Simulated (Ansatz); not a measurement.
Ansatz (a program for electronic structure) input:

Ansatz 0.2 input:
```yaml
crystal:
  periodic: [false, false, false]
  atoms:
    - {symbol: Ge, position_ang: [0.00474138, -0.00523011, 0.31730898]}
    - {symbol: F, position_ang: [0.69536119, 1.27057939, -0.55383190]}
    - {symbol: F, position_ang: [-0.71221944, -1.25198345, -0.57437779]}
basis:
  gaussian:
    orbitals: def2-TZVP
hamiltonian:
  xc: b3lyp
  dispersion: d3bj
total_charge: 1
magnetization: {spin_polarized: true, initial_magnetization: 1}
phonons: {temperatures: {t_min: 298.15, t_max: 298.15, t_step: 100}}
```

### Question
What final total energy does it print?

### Answer
-2276.49178 Eh (B3LYP-D3(BJ)/def2-TZVP). The basis has 110 functions.
